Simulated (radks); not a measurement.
Values are calculated unless marked as measured or tabulated.
Q: Pm XXXIII, 29 electrons, occupied as [Ar] 3d10 4s1 (the NIST ground configuration). Level of theory: Dirac Kohn-Sham, PBE, spin-unpolarised, spherical densities, finite nucleus; Fermi nuclear charge, rms radius 4.962 fm (a radial shooting solver on a logarithmic mesh with Libxc functionals).

Spin-orbit splittings of the eigenvalues, e(l+1/2) - e(l-1/2), with zeta = 2 splitting/(2l+1) and mean radii in bohr:

shell  occ.  splitting (eV)  zeta (eV)  <r> j=l-1/2  <r> j=l+1/2
2p        6               ?          ?      0.08224      0.08873
3p        6           117.9      78.60       0.2448       0.2565
3d       10           26.07      10.43       0.2270       0.2307

Estimate the 2p splitting.

A: 563.0 eV (zeta = 375.4 eV).
